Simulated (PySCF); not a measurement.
Gas-phase reaction: GeH₂ + 2 HF → GeH₂F₂ + H₂

Computed with PySCF (xtb for GFN2) and rigid-rotor harmonic-oscillator thermochemistry at 1 bar. † marks an energy on the PBE0/def2-TZVP geometry and frequencies; other levels use their own. MP2 freezes the core. All species are closed-shell singlets. Ge: all electrons, no relativistic terms. GeH₂, GeH₂F₂: computed as isolated molecules; such fragments, hydroxides, amides, oligomers or adducts are transient or little studied in the gas. MP2 isn't extrapolated to the basis-set limit; its ΔH°(298 K) is -307.5 kJ in def2-SVP and -296.3 kJ in def2-TZVPP. The harmonic model lacks anharmonicity and excited electronic states, which grow with temperature; levels with a mode under 35 cm⁻¹ are left out.

```
level               ΔE electronic, kJ  ΔH°(298 K), kJ  ΔS°(298 K), J/K  ΔG°(600 K), kJ
------------------  -----------------  --------------  ---------------  --------------
GFN2-xTB                         -293            -298             -152            -209
M06-2X/def2-TZVP†                -311            -314             -160            -219
MP2/def2-SVP†                    -304            -307             -160            -212
PBE0/def2-SVP†                   -292            -296             -160            -200
PBE0/def2-TZVP                   -277            -281             -160            -185
r2SCAN/def2-TZVP†                -309            -313             -160            -217
ωB97M-V/def2-TZVP†               -280            -284             -160            -188
```
ΔH° is lowest at M06-2X/def2-TZVP† and highest at PBE0/def2-TZVP. No reference value is set beside these.
